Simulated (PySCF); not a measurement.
# Correlation energy of Tl(2+) (thallium, charge +2)

[Xe] 4f14 5d9 6s2, 2D determinant (an excited configuration). All numbers are calculated (PySCF 2.14, scalar relativity through the core potential, in def2-TZVPPD with the def2 core potential (60 electrons) (7s5p4d2f, 56 functions)). Frozen: nothing; 19 electrons correlated.

| level | correlation energy (mhartree) |
| --- | --- |
| CCSD | -342.85 |
| (T) | -6.40 |
| CCSD(T) | -349.25 |

Diagnostics: T1 = 0.0075, D1 = 0.0190, largest double amplitude 0.060.

Spin-orbit coupling, absent here, splits the open shell strongly.

Cost of the coupled-cluster step: about 24 core-seconds, for 19 correlated electrons.

Iterations:

```
CC2 = 0
CCSD nocc = (np.int64(10), np.int64(9)), nmo = (56, 56)
frozen orbitals [[], []]
max_cycle = 100
direct = 0
conv_tol = 1e-08
conv_tol_normt = 1e-06
diis_space = 8
diis_start_cycle = 0
Init t2, MP2 energy = -0.365313728900158
Init E_corr(UCCSD) = -0.365313728908333
cycle = 1  E_corr(UCCSD) = -0.333661574705867  dE = 0.0316521542  norm(t1,t2) = 0.0570497
cycle = 2  E_corr(UCCSD) = -0.342812130936534  dE = -0.00915055623  norm(t1,t2) = 0.0132613
cycle = 3  E_corr(UCCSD) = -0.342289381831188  dE = 0.000522749105  norm(t1,t2) = 0.00438305
cycle = 4  E_corr(UCCSD) = -0.342845477450478  dE = -0.000556095619  norm(t1,t2) = 0.0013691
cycle = 5  E_corr(UCCSD) = -0.342854505037033  dE = -9.02758656e-06  norm(t1,t2) = 0.000246953
cycle = 6  E_corr(UCCSD) = -0.342844444876483  dE = 1.00601606e-05  norm(t1,t2) = 9.47533e-05
cycle = 7  E_corr(UCCSD) = -0.34284760547145  dE = -3.16059497e-06  norm(t1,t2) = 3.02691e-05
cycle = 8  E_corr(UCCSD) = -0.342847261503003  dE = 3.43968447e-07  norm(t1,t2) = 6.04062e-06
cycle = 9  E_corr(UCCSD) = -0.342847127904653  dE = 1.3359835e-07  norm(t1,t2) = 1.58915e-06
cycle = 10  E_corr(UCCSD) = -0.342847113766183  dE = 1.413847e-08  norm(t1,t2) = 2.98647e-06
cycle = 11  E_corr(UCCSD) = -0.342847167222427  dE = -5.34562443e-08  norm(t1,t2) = 1.44207e-06
cycle = 12  E_corr(UCCSD) = -0.342847158914745  dE = 8.30768238e-09  norm(t1,t2) = 1.65047e-07
UCCSD converged
E(UCCSD) = -170.64275674198  E_corr = -0.3428471589147448
UCCSD(T) correction = -0.00639617967702704
```

The basis has no tight functions for the innermost shells, so their pair energies are far from complete.

This basis was not built for core-valence correlation, so the inner-shell part is incomplete.
